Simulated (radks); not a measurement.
All-electron calculation, scalar-relativistic Kohn-Sham, r2SCAN, spin-polarised, spherical densities, finite nucleus; open shells are filled with parallel spins first; meta-GGA in the generalised Kohn-Sham scheme; Fermi nuclear charge, rms radius of each element as measured or else 0.836 A^(1/3) + 0.57 fm. Program: a radial shooting solver on a logarithmic mesh with Libxc functionals. Each species is in its NIST ground configuration. Rank As, Ca, Sc, Zn, Ti, Br, Cr, Cu, Co, Ni, Kr, Mn, Fe, Ge, V, K, Se, Ga by radius at which the density is 0.001 e/bohr^3 (bohr), largest first.

Answer. Ca 5.13, Sc 5.00, Ti 4.88, V 4.77, Mn 4.58, Fe 4.49, K 4.46, Ge 4.43, Ga 4.41, Cr 4.40, Co 4.40, As 4.33, Ni 4.32, Se 4.25, Zn 4.19, Br 4.13, Cu 4.09, Kr 4.01.
